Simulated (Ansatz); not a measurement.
One change: `C=CO[Si](Cl)(Cl)Cl` becomes `F[Si](F)(F)O[Si](Cl)(Cl)Cl`.

Ansatz, PBE0-D4/def2-TZVP geometries, multiplicity 1. Each molecule was computed in one conformer, which needn't be the lowest.

```json
{"property": "LUMO energy (PBE/def2-TZVPP) / eV", "`C=CO[Si](Cl)(Cl)Cl`": "-1.03"}
{"property": "size of the dipole moment (B3LYP/def2-TZVPP) / D", "`C=CO[Si](Cl)(Cl)Cl`": "1.26"}
{"property": "HOMO–LUMO gap (PBE/def2-TZVPP) / eV", "`C=CO[Si](Cl)(Cl)Cl`": "5.34"}
{"property": "HOMO–LUMO gap (PBE0/def2-TZVPP) / eV", "`C=CO[Si](Cl)(Cl)Cl`": "7.57"}
{"property": "size of the dipole moment (PBE/def2-TZVPP) / D", "`C=CO[Si](Cl)(Cl)Cl`": "1.16"}
{"property": "size of the dipole moment (ωB97M-V/def2-TZVPP) / D", "`C=CO[Si](Cl)(Cl)Cl`": "1.27"}
```

Q: What does the change do to each property? (Estimate.)

A: Computed: 
```
                                          property  `F[Si](F)(F)O[Si](Cl)(Cl)Cl`  shift
                 LUMO energy (PBE/def2-TZVPP) / eV                         -1.34  -0.31
  size of the dipole moment (B3LYP/def2-TZVPP) / D                          0.71  -0.55
               HOMO–LUMO gap (PBE/def2-TZVPP) / eV                          6.84   1.50
              HOMO–LUMO gap (PBE0/def2-TZVPP) / eV                          9.32   1.75
    size of the dipole moment (PBE/def2-TZVPP) / D                          0.66  -0.50
size of the dipole moment (ωB97M-V/def2-TZVPP) / D                          0.69  -0.58
```

With PBE0 the HOMO falls by 2.06 eV and the LUMO falls by 0.31 eV, so the gap widens by about 1.75 eV. PBE moves the HOMO by -1.81 eV and ωB97M-V by -2.01 eV. Dipoles are sizes alone; their direction can turn.

B3LYP here is the variant with VWN-RPA as its local correlation; programs differ in this.
